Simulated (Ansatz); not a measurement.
This geometry of C2H3AlF2O (9 atoms, charge 0, multiplicity 1) is a first-order saddle point.

All numbers below come from Ansatz 0.2.0, RHF/def2-SVP.

```xyz
9
Properties=species:S:1:pos:R:3
F 0.614 -1.618 -1.019
C 0.961 -0.354 -0.885
F 2.212 -0.233 -1.260
O 0.111 0.537 -1.355
C 0.373 0.495 0.115
Al -1.307 0.030 1.084
H 1.008 1.329 0.404
H -1.548 -1.433 1.603
H -2.335 1.201 1.296
```

Problem. Which two structures does it join? (They come from a converged band through this point; their orientation in space is the band's.)

Solution. No bond is made or broken. The dihedral O4–C5–Al6–H8 goes from 4 to -175°. The two ends are copies of one structure, up to a mirror image or an exchange of like atoms.

Initial state:

```xyz
9
Properties=species:S:1:pos:R:3
F 1.099 -1.650 -0.129
C 1.100 -0.437 -0.650
F 2.332 -0.143 -0.989
O 0.157 -0.169 -1.521
C 0.152 0.563 -0.228
Al -1.376 0.158 0.983
H 0.515 1.579 -0.366
H -2.408 -0.954 0.579
H -1.483 1.008 2.304
```

Final state:

```xyz
9
Properties=species:S:1:pos:R:3
F 1.088 -1.651 -0.143
C 1.097 -0.434 -0.655
F 2.330 -0.146 -0.994
O 0.154 -0.155 -1.524
C 0.153 0.567 -0.225
Al -1.372 0.153 0.988
H 0.519 1.583 -0.355
H -1.470 0.985 2.321
H -2.410 -0.947 0.570
```

Problem. How far does it lie above each of them?

Solution. 0.9 kcal/mol above the first and 0.9 kcal/mol above the second. This is the barrier of this one path; another mechanism may lie lower.

Run time: 2 min on 1 thread of Arm Neoverse V1, with other jobs on the host, peak memory 0.2 GiB.
